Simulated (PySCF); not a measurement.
Ligand exchange on a metal centre used in film growth or etching (Zn OH-H). All species are isolated molecules in the gas phase. One relaxed conformer stands for each flexible species; it need not be the lowest.

The HOMO from two functionals at the same geometries (PBE-D3(BJ)/def2-SVP), both in PySCF: PBE-D3(BJ)/def2-TZVP and B3LYP-D3(BJ)/def2-TZVP. B3LYP has the VWN-RPA correlation part, as in Gaussian. 

```tsv
species	PBE-D3(BJ)/def2-TZVP (eV)	B3LYP-D3(BJ)/def2-TZVP (eV)
0 of 2 OH replaced by H ([Zn(OH)2])	-6.77	-8.17
1 of 2 OH replaced by H ([Zn(OH)(H)])	-6.60	-7.94
2 of 2 OH replaced by H	-6.85	-7.84
```

Over these rows, drawn at random from the members with no instability flagged (it was tested for open shells, ions and some series alone), PBE minus B3LYP-D3(BJ): mean +1.25 eV, from +0.99 eV to +1.40 eV.
